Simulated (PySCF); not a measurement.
Compound: C6H6N (doublet state).
Numbering: `[N:1]#[C:2][C:3]1=[CH:4][CH2:5][CH2:6][CH:7]1` (hydrogens: H8 on C4; H9, H10 on C5; H11, H12 on C6; H13 on C7)

Structure used (GFN2-xTB), in Å, numbered top down from 1:
```xyz
13
C6H6N angstrom
N      3.5278    0.7589   -0.3145
C      2.4123    0.5161   -0.2144
C      1.0376    0.2205   -0.0926
C      0.1220    1.0194    0.5736
C     -1.2332    0.4062    0.5022
C     -1.0281   -0.8892   -0.3059
C      0.4265   -0.9041   -0.6238
H      0.3347    1.9460    1.0718
H     -1.6253    0.2053    1.5041
H     -1.9455    1.0830    0.0200
H     -1.6292   -0.9019   -1.2203
H     -1.3133   -1.7778    0.2657
H      0.9093   -1.6820   -1.1836
```

Computed, not measured: PySCF, UKS B3LYP, pcH-1 on C H N, non-relativistic, mean-field spin-orbit, GIAO. Geometry: GFN2-xTB; no solvent, vibrations or thermal averaging. Couplings are sensitive to structure, and on GFN2-xTB geometries they can be far from those on DFT ones. The SCF solution wasn't tested for stability. ⟨S²⟩ is 0.781 where a pure state has 0.75.

Q: What is the g tensor, term by term?

A: 
| Δg (ppm) | 1 | 2 | 3 |
| --- | --- | --- | --- |
| relativistic mass correction | -138 | -138 | -138 |
| gauge correction | -2 | 26 | 21 |
| orbital Zeeman/spin–orbit | -22 | 539 | 762 |
| total | -162 | 427 | 645 |

So g = 2.00216, 2.00275, 2.00296 and g_iso = 2.00262; the tensor is rhombic: the two nearest values differ by 27 % of g3 − g1. Axes: g2 points within 1° of the C2–C3 bond.

Q: Average each term over the three axes. Which is largest in size?

A: The orbital-Zeeman/spin–orbit term 427, the mass correction -138 and the gauge correction 15 ppm, for a total of 303 ppm. The orbital-Zeeman/spin–orbit term is the largest in size. The mass correction is the same along every axis, so the anisotropy comes from the other two: their spans along these axes are 28 (gauge) and 784 ppm (orbital Zeeman/spin–orbit).

Q: What effective moment and Curie constant follow for a powder?

A: With the mean of g² = 4.0105 and S(S+1) = 0.75: μ_eff = √(⟨g²⟩S(S+1)) = 1.734 μB and χT = 0.12505·⟨g²⟩·S(S+1) = 0.376 cm³ K/mol (cgs; spin-Hamiltonian part alone).

Q: What are the electron Larmor frequencies g μB B/h along the three axes at 1200 mT?

A: 33.6272, 33.6371, 33.6408 GHz for g1, g2 and g3, a range of 13.6 MHz.

Q: In a frozen sample, at which fields do the three g values resonate at 9.5, 34, 94 and 263 GHz (hyperfine left aside), and which band first spreads them over more than twice a line width of 1.0 mT?

A: 
```
band    GHz  B(g3) mT  B(g2) mT  B(g1) mT  spread mT
   X    9.5    338.87    338.91    339.01       0.14
   Q   34.0   1212.81   1212.95   1213.30       0.49
   W   94.0   3353.07   3353.44   3354.43       1.35
   J  263.0   9381.47   9382.49   9385.25       3.78
```

The spread grows in proportion to the frequency. J band is the first where it exceeds 2.0 mT.

The Mulliken spin populations are largest on C7 (+0.65), C4 (+0.65) and C3 (-0.24). The angles at C7 add up to 360.0°, so it is planar; its axial dipolar tensor and the negative coupling of its proton fit spin in a p orbital normal to that plane.

The HOMO–LUMO gaps are 4.33 eV among the α and 5.63 eV among the β orbitals.
